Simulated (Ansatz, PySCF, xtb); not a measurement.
Breaking the Zn1–H2 bond in GeH4Zn (SMILES [ZnH][GeH3]) (multiplicity 1 held, fragments rigid). Energies count from the point at 1.556 Å.
Geometry at that point (charge 0, multiplicity 1):
```xyz
6

Zn    -0.792    -0.190    -0.993
H     -1.752    -0.421    -2.196
Ge     0.698     0.168     0.875
H      1.762    -0.945     1.006
H      1.476     1.498     0.765
H     -0.047     0.214     2.227
```

Restricted levels (R-, RO-) in cc, def2 and unpolarised 6-31G sets keep to the state of the molecule at rest. U- levels take the lowest unrestricted solution at each point, which mixes spins at long bonds. Levels need not reach the same state.

Rows in 3-21G carry no dispersion term and start afresh at each structure; the Pople sets are all-electron and without relativity.

Codes used: Ansatz (Gaussian orbitals); PySCF for 3-21G rows; xtb for the GFN methods.  The GFN methods have no spin term and hold the electronic entropy of 300 K.

One of these levels gives 362.9 kJ/mol for the energy at R = 4.980 Å. Which one is it?
A. R-HF/3-21G
B. GFN2-xTB
C. U-B3LYP/def2-TZVPP
D. R-PBE/def2-TZVPP

B, GFN2-xTB. The others give 592.4 (R-HF/3-21G), 398.5 (R-PBE/def2-TZVPP), 318.3 (U-B3LYP/def2-TZVPP)

Doubts at one or more of the structures used: a restricted determinant that unrestricted orbitals would lower (R-HF/3-21G, R-PBE/def2-TZVPP); a spin-contaminated determinant (U-B3LYP/def2-TZVPP).

Ansatz is a program for electronic structure.
